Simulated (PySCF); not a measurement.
Correlation energy of Zr⁻ (zirconium, charge -1)

[Kr] 4d3 5s2, high-spin 4F determinant. Calculation: PySCF 2.14, in aug-cc-pVTZ-PP with one added diffuse shell each of s, p, d, f, g type with ECP28MDF (7s7p6d4f3g, 113 functions); a scalar-relativistic core potential. Frozen: 4s2 4p6; 5 electrons correlated.

MP2 pair energies summed by pair of shells (mhartree):

```json
{"pair": "4d-5s", "energy": "-16.82", "share (%)": "43.8"}
{"pair": "4d-4d", "energy": "-16.25", "share (%)": "42.3"}
{"pair": "5s-5s", "energy": "-5.34", "share (%)": "13.9"}
```

Total MP2 correlation energy: -38.40 mhartree.

Same-spin part -28.27 and opposite-spin part -10.13 mhartree; SCS-MP2 scales them by 1/3 and 6/5 to -21.58 mhartree.

The Hartree-Fock reference does not bind the outermost electron (its level is positive or very diffuse), so these energies belong to a reference that the basis holds together.
